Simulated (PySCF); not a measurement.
C$_{4}$H$_{9}$NSi, singlet, at a GFN2-xTB geometry, with bond 14-6 at 1.8 times its length; CASSCF(2,4)/STO-3G in PySCF.

Here is a job for PySCF.
```python
from pyscf import gto, scf, mcscf, mp
import numpy

mol = gto.Mole()
mol.atom = '''
    Si   -0.002006    0.342001   -0.300372
    N    -0.673734    1.622147    0.648792
    C     1.667745   -0.312576    0.310393
    C     2.804616   -0.239671   -0.362693
    C    -1.226274   -1.091008   -0.236086
    C    -2.493441   -0.989726    0.129327
    H     0.143393    0.900249   -1.649645
    H    -0.162910    2.486877    0.723260
    H    -1.095294    1.399116    1.536032
    H     1.692478   -0.775211    1.292574
    H     2.850236    0.205641   -1.343838
    H     3.740363   -0.618974    0.021640
    H    -0.855796   -2.064525   -0.535970
    H    -3.707546   -2.508788    0.157788
    H    -2.916185   -0.044684    0.428829
'''
mol.basis = 'sto-3g'
mol.charge = 0
mol.spin = 0
mol.verbose = 4
mol.build()

mf = scf.RHF(mol)
mf.kernel()
mc = mcscf.CASSCF(mf, 4, 2)
mc.fix_spin_(ss=0.0)
noons, natorbs = mcscf.addons.make_natural_orbitals(mp.MP2(mf).run())
mc.kernel(natorbs)
occ = numpy.linalg.eigvalsh(mc.fcisolver.make_rdm1(mc.ci, mc.ncas, mc.nelecas))[::-1]
ss = mc.fcisolver.spin_square(mc.ci, mc.ncas, mc.nelecas)[0]
print('natural occupations', occ.round(4), ' <S^2>', round(ss, 4))
```

What the program printed (banner, timings and long lists left out):

```
PySCF version 2.14.0

[INPUT] verbose = 4
[INPUT] num. atoms = 15
[INPUT] num. electrons = 54
[INPUT] charge = 0
[INPUT] spin (= nelec alpha-beta = 2S) = 0
[INPUT] symmetry False subgroup None
[INPUT] Mole.unit = angstrom
[INPUT] Symbol           X                Y                Z      unit          X                Y                Z       unit  Magmom
[INPUT]  1 Si    -0.002006000000   0.342001000000  -0.300372000000 AA   -0.003790790606   0.646288224327  -0.567620815488 Bohr   0.0
[INPUT]  2 N     -0.673734000000   1.622147000000   0.648792000000 AA   -1.273172740808   3.065413563785   1.226039191809 Bohr   0.0
[INPUT]  3 C      1.667745000000  -0.312576000000   0.310393000000 AA    3.151581295613  -0.590683033112   0.586557760982 Bohr   0.0
[INPUT]  4 C      2.804616000000  -0.239671000000  -0.362693000000 AA    5.299956124573  -0.452912550001  -0.685390437297 Bohr   0.0
[INPUT]  5 C     -1.226274000000  -1.091008000000  -0.236086000000 AA   -2.317322013675  -2.061706319709  -0.446137881844 Bohr   0.0
[INPUT]  6 C     -2.493441000000  -0.989726000000   0.129327000000 AA   -4.711920597762  -1.870311078361   0.244392610512 Bohr   0.0
[INPUT]  7 H      0.143393000000   0.900249000000  -1.649645000000 AA    0.270973498180   1.701224053914  -3.117377252758 Bohr   0.0
[INPUT]  8 H     -0.162910000000   2.486877000000   0.723260000000 AA   -0.307855282953   4.699516435480   1.366763316853 Bohr   0.0
[INPUT]  9 H     -1.095294000000   1.399116000000   1.536032000000 AA   -2.069805685879   2.643946056497   2.902679798568 Bohr   0.0
[INPUT] 10 H      1.692478000000  -0.775211000000   1.292574000000 AA    3.198319891852  -1.464936478750   2.442610855734 Bohr   0.0
[INPUT] 11 H      2.850236000000   0.205641000000  -1.343838000000 AA    5.386165430376   0.388605169982  -2.539485775783 Bohr   0.0
[INPUT] 12 H      3.740363000000  -0.618974000000   0.021640000000 AA    7.068261676457  -1.169691338227   0.040893673336 Bohr   0.0
[INPUT] 13 H     -0.855796000000  -2.064525000000  -0.535970000000 AA   -1.617220058498  -3.901386827318  -1.012836510983 Bohr   0.0
[INPUT] 14 H     -3.707546000000  -2.508788000000   0.157788000000 AA   -7.006246534227  -4.740922224595   0.298176105743 Bohr   0.0
[INPUT] 15 H     -2.916185000000  -0.044684000000   0.428829000000 AA   -5.510790978565  -0.084440522150   0.810369364271 Bohr   0.0

nuclear repulsion = 272.343946587843
number of shells = 29
number of NR pGTOs = 129
number of NR cGTOs = 43
basis = sto-3g
ecp = {}

******** <class 'pyscf.scf.hf.RHF'> ********
method = RHF
initial guess = minao
damping factor = 0
level_shift factor = 0
DIIS = <class 'pyscf.scf.diis.CDIIS'>
diis_start_cycle = 1
diis_space = 8
diis_damp = 0
SCF conv_tol = 1e-09
SCF conv_tol_grad = None
SCF max_cycles = 50
direct_scf = True
direct_scf_tol = 1e-13
Set gradient conv threshold to 3.16228e-05
Initial guess from minao.
init E= -494.558138365692
  HOMO = -0.21378958553958  LUMO = 0.0388647185359227  gap/eV = 6.87507
cycle= 1 E= -493.868274577011  delta_E= 0.69  |g|= 0.381  |ddm|= 4.71
  HOMO = -0.225388434004278  LUMO = 0.20874383973823  gap/eV = 11.81334
cycle= 2 E= -493.924746600708  delta_E= -0.0565  |g|= 0.105  |ddm|= 0.696
  HOMO = -0.272431075975938  LUMO = 0.212468789650822  gap/eV = 13.19480
cycle= 3 E= -493.929107734707  delta_E= -0.00436  |g|= 0.0348  |ddm|= 0.187
  HOMO = -0.27871868426594  LUMO = 0.207839885307924  gap/eV = 13.23993
cycle= 4 E= -493.929675670448  delta_E= -0.000568  |g|= 0.0155  |ddm|= 0.0758
  HOMO = -0.278484567895704  LUMO = 0.210060347969019  gap/eV = 13.29398
cycle= 5 E= -493.929756929182  delta_E= -8.13e-05  |g|= 0.00276  |ddm|= 0.0207
  HOMO = -0.278288852529902  LUMO = 0.210685615300044  gap/eV = 13.30567
cycle= 6 E= -493.929764119159  delta_E= -7.19e-06  |g|= 0.00119  |ddm|= 0.00829
  HOMO = -0.27820998180411  LUMO = 0.210939090315522  gap/eV = 13.31042
cycle= 7 E= -493.929764891615  delta_E= -7.72e-07  |g|= 0.000437  |ddm|= 0.00244
  HOMO = -0.278207383056589  LUMO = 0.210996520166145  gap/eV = 13.31192
cycle= 8 E= -493.929765009803  delta_E= -1.18e-07  |g|= 0.000117  |ddm|= 0.0011
  HOMO = -0.278183771545655  LUMO = 0.211022990787594  gap/eV = 13.31199
cycle= 9 E= -493.929765017444  delta_E= -7.64e-09  |g|= 1.78e-05  |ddm|= 0.000289
  HOMO = -0.278179819562728  LUMO = 0.21102756701303  gap/eV = 13.31201
cycle= 10 E= -493.929765017674  delta_E= -2.3e-10  |g|= 5.54e-06  |ddm|= 5.01e-05
  HOMO = -0.278179080759198  LUMO = 0.211028647461813  gap/eV = 13.31202
Extra cycle  E= -493.929765017694  delta_E= -2.06e-11  |g|= 2.3e-06  |ddm|= 1.2e-05
converged SCF energy = -493.929765017694

******** <class 'pyscf.mp.mp2.RMP2'> ********
nocc = 27, nmo = 43
E(RMP2) = -494.29672633433  E_corr = -0.366961316635235
E(SCS-RMP2) = -494.324317174825  E_corr = -0.394552157130486
E_corr(same-spin) = -0.0528477955751495
E_corr(oppo-spin) = -0.314113521060086

******** <class 'pyscf.mcscf.mc1step.CASSCF'> ********
CAS (1e+1e, 4o), ncore = 26, nvir = 13
max_cycle_macro = 50
max_cycle_micro = 4
conv_tol = 1e-07
conv_tol_grad = None
orbital rotation max_stepsize = 0.02
orbital rotation threshold for CI restart = 0.01
augmented hessian ah_max_cycle = 30
augmented hessian ah_conv_tol = 1e-12
augmented hessian ah_linear dependence = 1e-14
augmented hessian ah_level shift = 1e-08
augmented hessian ah_start_tol = 2.5
augmented hessian ah_start_cycle = 3
augmented hessian ah_grad_trust_region = 3
kf_trust_region = 3
kf_interval = 4
ci_response_space = 4
ci_grad_trust_region = 3
with_dep4 0
natorb = False
canonicalization = True
sorting_mo_energy = False
ao2mo_level = 2
internal_rotation = False
******** <class 'pyscf.fci.addons.SpinPenaltyFCISolver'> ********
max. cycles = 50
conv_tol = 1e-08
davidson only = True
linear dependence = 1e-12
level shift = 0.001
max iter space = 12
nroots = 1
pspace_size = 400
spin = None
CASCI E = -494.010722533113  S^2 = 0.0000000
Set conv_tol_grad to 0.000316228
macro iter   1 ( 15 JK    4 micro), CASSCF E = -494.012237246240  dE = -1.51471313e-03  S^2 = 0.0000000
               |grad[o]|=0.0299  |grad[c]|=0.00215  |ddm|=0.0128  |maxRot[o]|=0.0703
macro iter   2 ( 10 JK    2 micro), CASSCF E = -494.012238233348  dE = -9.87108308e-07  S^2 = 0.0000000
               |grad[o]|=0.000397  |grad[c]|=0.000601  |ddm|=8.1e-05  |maxRot[o]|=0.107
macro iter   3 (  6 JK    1 micro), CASSCF E = -494.012239603932  dE = -1.37058419e-06  S^2 = 0.0000000
               |grad[o]|=0.000106  |grad[c]|=0.000894  |ddm|=4.68e-05  |maxRot[o]|=0.0798
macro iter   4 (  6 JK    1 micro), CASSCF E = -494.012243084829  dE = -3.48089668e-06  S^2 = 0.0000000
               |grad[o]|=0.000101  |grad[c]|=0.00129  |ddm|=6.12e-05  |maxRot[o]|=0.0797
macro iter   5 (  6 JK    1 micro), CASSCF E = -494.012249041577  dE = -5.95674771e-06  S^2 = 0.0000000
               |grad[o]|=8.88e-05  |grad[c]|=0.00145  |ddm|=8.18e-05  |maxRot[o]|=0.0798
macro iter   6 (  6 JK    1 micro), CASSCF E = -494.012258367040  dE = -9.32546317e-06  S^2 = 0.0000000
               |grad[o]|=0.000106  |grad[c]|=0.00162  |ddm|=0.000121  |maxRot[o]|=0.0798
macro iter   7 (  6 JK    1 micro), CASSCF E = -494.012270552435  dE = -1.21853948e-05  S^2 = 0.0000000
               |grad[o]|=0.000122  |grad[c]|=0.0016  |ddm|=0.000154  |maxRot[o]|=0.0798
macro iter   8 (  6 JK    1 micro), CASSCF E = -494.012284366955  dE = -1.38145203e-05  S^2 = 0.0000000
               |grad[o]|=0.000145  |grad[c]|=0.00144  |ddm|=0.000173  |maxRot[o]|=0.0798
macro iter   9 ( 16 JK    3 micro), CASSCF E = -494.012317344918  dE = -3.29779630e-05  S^2 = 0.0000000
               |grad[o]|=0.000164  |grad[c]|=0.000436  |ddm|=0.000385  |maxRot[o]|=0.233
macro iter  10 (  6 JK    1 micro), CASSCF E = -494.012321086551  dE = -3.74163301e-06  S^2 = 0.0000000
               |grad[o]|=0.00012  |grad[c]|=0.000298  |ddm|=7.34e-05  |maxRot[o]|=0.0797
macro iter  11 (  3 JK    1 micro), CASSCF E = -494.012321195222  dE = -1.08670406e-07  S^2 = 0.0000000
               |grad[o]|=3.14e-05  |grad[c]|=2.89e-05  |ddm|=1.41e-05  |maxRot[o]|=0.0164
macro iter  12 (  1 JK    1 micro), CASSCF E = -494.012321195222  dE =  0.00000000e+00  S^2 = 0.0000000
               |grad[o]|=4.48e-06  |grad[c]|=6.02e-07  |ddm|=4.58e-16  |maxRot[o]|=    0
1-step CASSCF converged in  12 macro ( 87 JK  18 micro) steps
CASSCF canonicalization
Density matrix diagonal elements [1.73562503e+00 2.64196760e-01 8.70808466e-05 9.11240737e-05]
CASSCF energy = -494.012321195222
CASCI E = -494.012321195222  E(CI) = -1.23246808397937  S^2 = 0.0000000
natural occupations [1.7357e+00 2.6410e-01 1.0000e-04 1.0000e-04]  <S^2> 0.0
```
